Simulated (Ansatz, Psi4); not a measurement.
## From Ansatz to Psi4

This Ansatz 0.2.0 job computes InH2OF (SMILES [OH][InH][F]):

run.yaml:
```yaml
crystal:
  periodic: [false, false, false]
  atoms:
    - symbol: O
      position_ang: [-1.279500, -0.345900, -0.577400]
    - symbol: In
      position_ang: [0.480100, 0.042500, 0.210000]
    - symbol: F
      position_ang: [1.185900, -1.654700, 0.841500]
    - symbol: H
      position_ang: [-1.725200, 0.429800, -0.925700]
    - symbol: H
      position_ang: [1.388500, 1.454700, 0.410200]
basis:
  gaussian: {orbitals: def2-SVP}
correlation: {method: ccsd, frozen_orbitals: {F: 1, H: 0, In: 4, O: 1}}
accuracy: high
scf: {omitted_lower_state_checks: [cluster_reference, increment]}
```

```bash
$ ansatz run run.yaml --threads 1 --pin off --max-ram 3480MiB --events-out events.jsonl --progress --plain --runs-dir runs
```

The shape is that of a PBE0-D4/def2-TZVP optimisation. This is a higher conformer, about 10 kJ/mol above the lowest found by a separate search.

It gives a total energy of -365.031983 Eh.

Task: How is this level of theory, on these atoms, set up in Psi4 1.11 as a Python script?

Result: This input was run:

job.py:
```python
import psi4

psi4.set_memory('2200 MB')
psi4.set_num_threads(1)
psi4.set_output_file('fh2ino.out', False)

molecule = psi4.geometry("""
0 1
O     -1.279500    -0.345900    -0.577400
In     0.480100     0.042500     0.210000
F      1.185900    -1.654700     0.841500
H     -1.725200     0.429800    -0.925700
H      1.388500     1.454700     0.410200
symmetry c1
no_reorient
no_com
""")

psi4.set_options({
    'basis': 'def2-SVP',
    'puream': True,
    'e_convergence': 1e-09,
    'd_convergence': 1e-08,
    'scf_type': 'pk',
    'num_frozen_docc': 6,
})

e_tot = psi4.energy('ccsd', molecule=molecule)
print('E =', round(e_tot, 9))
for k, v in sorted(psi4.core.scalar_variables().items()):
    print(f'{k:45s} {v:18.10f}')
```

```bash
$ python job.py
```

Its energy is -365.031983 Eh, the same as the first but for the last digit, at most.
